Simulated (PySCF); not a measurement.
**A small calculation by hand: dipole moment from atomic charges**

CH3Cl2NSi2, SMILES Cl[Si]1(Cl)N=C[SiH2]1. Atoms are numbered in the order given.

```xyz
9

Cl     1.4192    -0.1202     1.6667
Si     0.2265     0.0221     0.0000
Cl     1.4192    -0.1202    -1.6667
N     -0.7296     1.5347     0.0000
C     -1.9308     1.0688     0.0000
Si    -1.9258    -0.8655     0.0000
H     -2.7874     1.7701     0.0000
H     -2.4911    -1.5149    -1.2214
H     -2.4911    -1.5149     1.2214
```

Geometry: PBE0-D3(BJ)/def2-SVP. The structure was generated by enumeration, and PubChem lists no compound with its InChIKey, so it may never have been made.

Charges (e) from PBE/def2-TZVP run with PySCF:

```csv
atom,ESP fit,Mulliken
Cl1,-0.067,-0.180
Si2,0.222,0.476
Cl3,-0.067,-0.180
N4,-0.397,-0.200
C5,0.232,-0.064
Si6,0.018,0.017
H7,0.054,0.121
H8,0.002,0.005
H9,0.002,0.005
```

The dipole moment of the full density is 2.62 D.

Q: What dipole moment does each set of point charges give, and which comes closer to that of the density?

A: 
μ = Σ q r, and 1 e Å = 4.8032 D.
ESP fit: Σ q r = (-0.493, -0.266, 0.000) e Å, |μ| = 2.69 D.
Mulliken: Σ q r = (-0.529, -0.137, 0.000) e Å, |μ| = 2.62 D.
Mulliken comes closer in size. Point charges leave out the atoms' own dipoles (lone pairs, polarised bonds); fits to the potential absorb them, partitions of the density don't.
